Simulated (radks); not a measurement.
Values are calculated unless marked as measured or tabulated.
Problem. Ionisation ladder of cobalt, from Co I to Co XXII. Each ion is in the ground configuration listed by NIST, and IE = E(next ion) - E(this ion). Level of theory: non-relativistic Kohn-Sham, TPSS, spin-polarised, spherical densities, point nucleus; open shells are filled with parallel spins first; meta-GGA in the generalised Kohn-Sham scheme (a radial shooting solver on a logarithmic mesh with Libxc functionals).

| species | configuration | IE, Delta-SCF (eV) | -e(HOMO) (eV) | HOMO | <r> HOMO (bohr) |
|---|---|---|---|---|---|
| Co I | [Ar] 3d7 4s2 | 6.990 | 5.050 | 4s down | 3.00 |
| Co II | [Ar] 3d8 | ? | 11.050 | 3d down | 1.16 |
| Co III | [Ar] 3d7 | 33.567 | 25.194 | 3d down | 1.04 |
| Co IV | [Ar] 3d6 | ? | 42.381 | 3d down | 0.957 |
| Co V | [Ar] 3d5 | 79.965 | 68.601 | 3d up | 0.866 |
| Co VI | [Ar] 3d4 | 104.00 | 91.665 | 3d up | 0.820 |
| Co VII | [Ar] 3d3 | 129.86 | 116.64 | 3d up | 0.782 |
| Co VIII | [Ar] 3d2 | 157.40 | 143.36 | 3d up | 0.749 |
| Co IX | [Ar] 3d1 | 186.44 | 171.68 | 3d up | 0.720 |
| Co X | [Ar] | 275.50 | 260.81 | 3p | 0.717 |
| Co XI | [Ne] 3s2 3p5 | 305.09 | 290.25 | 3p down | 0.704 |
| Co XII | [Ne] 3s2 3p4 | 334.66 | 319.94 | 3p down | 0.691 |
| Co XIII | [Ne] 3s2 3p3 | 375.98 | 359.87 | 3p up | 0.675 |
| Co XIV | [Ne] 3s2 3p2 | 408.35 | 392.14 | 3p up | 0.664 |
| Co XV | [Ne] 3s2 3p1 | 440.55 | 424.54 | 3p up | 0.653 |
| Co XVI | [Ne] 3s2 | 506.55 | 492.24 | 3s | 0.654 |
| Co XVII | [Ne] 3s1 | 543.11 | 528.58 | 3s up | 0.645 |
| Co XVIII | [Ne] | ? | 1350.4 | 2p | 0.221 |
| Co XIX | [He] 2s2 2p5 | 1496.5 | 1447.6 | 2p down | 0.218 |
| Co XX | [He] 2s2 2p4 | 1593.0 | 1545.2 | 2p down | 0.214 |
| Co XXI | [He] 2s2 2p3 | 1730.7 | 1677.8 | 2p up | 0.209 |
| Co XXII | [He] 2s2 2p2 | ? | 1783.8 | 2p up | 0.206 |

Estimate the withheld Delta-SCF values.

Solution. Co II: 17.831 eV (NIST 17.084); Co IV: 51.977 eV (NIST 51.3); Co XVIII: 1398.9 eV (NIST 1397.2); Co XXII: 1836.9 eV (NIST 1844).
